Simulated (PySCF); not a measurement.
A structure optimised at PBE-D3(BJ)/def2-SVP, used in a PySCF frequency run:

```xyz
6

O     -1.0935    -0.6938    -0.7500
S     -0.1904    -0.0114     0.1717
O     -0.0242     1.4477     0.2243
O      1.3128    -0.6805     0.0031
H     -0.4506    -0.4820     1.4525
H      1.9365     0.0778    -0.0186
```
Charge 0, spin multiplicity 1.

**Question.** Write its SMILES and formula.

**Answer.** O=[SH](=O)O, H2O3S

**Question.** What are its rotational constants (standard atomic weights)?

**Answer.** 8.6781, 8.2485, 4.6954 GHz
